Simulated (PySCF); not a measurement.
C2H6GeN2.
Atom-mapped SMILES: `[H]/[N:5]=[CH:4]\[GeH2:3][N:2]=[CH2:1]` (hydrogens: H6, H7 on C1; H8, H9 on Ge3; H10 on C4; H11 on N5)

Method used: PBE0-D3(BJ)/def2-SVP geometry optimisation, gas phase (PySCF 2.14.0).

Q: What internal coordinates does the optimisation give?

A: 
| bond | length (Å) | order |
| --- | --- | --- |
| C1=N2 | 1.263 | double |
| N2–Ge3 | 1.858 | single |
| Ge3–C4 | 1.968 | single |
| C4=N5 | 1.269 | double |
| C1–H6 | 1.107 | single |
| C1–H7 | 1.112 | single |
| Ge3–H8 | 1.538 | single |
| Ge3–H9 | 1.552 | single |
| C4–H10 | 1.106 | single |
| N5–H11 | 1.028 | single |

Orders are formal, as drawn. A selection of angles:
| angle | degrees |
| --- | --- |
| N2–C1–H6 | 119.9 |
| N2–C1–H7 | 125.2 |
| H6–C1–H7 | 114.8 |
| C1–N2–Ge3 | 121.3 |
| N2–Ge3–C4 | 107.7 |
| N2–Ge3–H8 | 106.7 |
| N2–Ge3–H9 | 112.0 |
| C4–Ge3–H8 | 111.3 |
| C4–Ge3–H9 | 107.8 |
| H8–Ge3–H9 | 111.4 |
| Ge3–C4–N5 | 125.8 |
| Ge3–C4–H10 | 117.1 |
| N5–C4–H10 | 117.1 |
| C4–N5–H11 | 111.2 |

Torsions: C1–N2–Ge3–C4 119° (anticlinal); N2–Ge3–C4–N5 -132° (anticlinal); H11–N5–C4–Ge3 0° (synperiplanar). The mirror-image conformer, all signs reversed, is as good.

Ge3 (germanium bonded to C, N and 2 H) is tetrahedral (angles from 106.7° to 112.0°).

Point group: C1 (no symmetry element, even within 0.4 Å). Whether it is a minimum is left open (no frequencies). One conformer, not necessarily the lowest.
